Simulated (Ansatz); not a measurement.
Ansatz results at the PBE0-D4/def2-TZVP geometry: size of the dipole moment (B3LYP/def2-TZVPP) 2.12 D; HOMO–LUMO gap (PBE/def2-TZVPP) 4.32 eV; LUMO energy (B3LYP/def2-TZVPP) -0.59 eV.

Task: Which molecule gave them?
A. `[CH2]1[GeH2][Te]1`
B. `NC1[SiH2]S1`
C. `C1N[SiH2]S1`
D. `[SiH3]NC=S`

Result: C. The others give `[SiH3]NC=S`: 3.82, 3.01, -1.41; `NC1[SiH2]S1`: 1.44, 4.40, -0.52; `[CH2]1[GeH2][Te]1`: 1.67, 3.04, -1.41.

B3LYP here is the variant with VWN-RPA as its local correlation; programs differ in this.
